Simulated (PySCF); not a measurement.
# What a mistake does to a calculation on AlC2GeH9

These are calculations, not measurements. The program is PySCF 2.14.0, an open-source quantum chemistry code, run on an isolated molecule that a program drew, which may never have been made. The molecule is AlC2GeH9 (charge 0, singlet), drawn as the SMILES string `C[CH2][GeH2][AlH2]`.

Each row is a Hartree-Fock (HF) and frozen-core CCSD(T) single point in the cc-pV(D+d)Z basis, meant for a local HF minimum. Run 1 is clean. Each other run has one planted mistake out of seven kinds, and not every kind appears here: one electron removed, one electron added, multiplicity raised by two, geometry at a saddle point, minimal basis STO-3G, one bond length entered in bohr, all coordinates scaled. The reference is restricted for singlets and unrestricted otherwise, and also for a bond in bohr. Adding or removing an electron swaps singlet and doublet. Electrons count all cores. HOMO and LUMO are orbital energies over both spins, the gradient is its largest component, and the lowest frequency (negative if imaginary) is given only where the gradient is small. Bond lengths are over the 12 bonds as drawn. T1 is the CCSD diagnostic: over 0.02 (restricted) or 0.045 (unrestricted) a single reference is doubtful. Germanium has the cc-pVDZ-PP basis, with a core potential (ECP10MDF) in place of its 10 inner electrons, and its 3s, 3p and 3d shells are frozen in CCSD(T).

Geometry of the clean run:
```xyz
13
AlC2GeH9, angstrom
C     2.7325   -0.9446   -0.3097
C     1.4019   -0.6907    0.4034
Ge    1.0778    1.2063    0.8799
Al   -1.1026    1.6345    2.0513
H     2.8580   -2.0049   -0.5472
H     3.5807   -0.6428    0.3097
H     2.7950   -0.3870   -1.2474
H     0.5676   -1.0233   -0.2215
H     1.3477   -1.2784    1.3248
H     1.1579    2.0469   -0.4137
H     2.2540    1.6888    1.7575
H    -2.1138    0.4562    2.3674
H    -1.4987    3.1025    2.4935
```

```
run  electrons  basis functions  <S^2>  HOMO (eV)  LUMO (eV)  gradient (hartree/bohr)  lowest frequency (cm^-1)  mean bond (Å)  longest bond (Å)      T1  HF (hartree)  CCSD(T) (hartree)                          mistake
  1         66              119  0.000      -9.56       0.78                  1.7e-05                        42         1.4792             2.512  0.0099    -616.26110         -616.80202                         no fault
  2         67              119  0.767      -0.27       6.89                  2.2e-02                         -         1.4792             2.512  0.0107    -616.25132         -616.80750               one electron added
  3         66              119  0.707      -9.63       0.76                  2.0e-02                         -         1.5604             2.512  0.0528    -616.13871         -616.67694  one bond length entered in bohr
  4         65              119  0.765     -15.79      -7.54                  7.5e-02                         -         1.4792             2.512  0.0154    -615.94722         -616.46922                                ?
```

**Which mistake was planted in run 4, and what did it cost?**

It counts 65 electrons, one fewer than the clean run, at the same geometry and basis. So the mistake is: one electron removed. Subtracting run 1 and multiplying by 627.51 kcal/mol a hartree, the energy moved by 197.0 kcal/mol in HF and 208.8 kcal/mol in CCSD(T).

Cautions from the logs. Run 3: T1 is over the limit, so its CCSD(T) energy is less reliable.
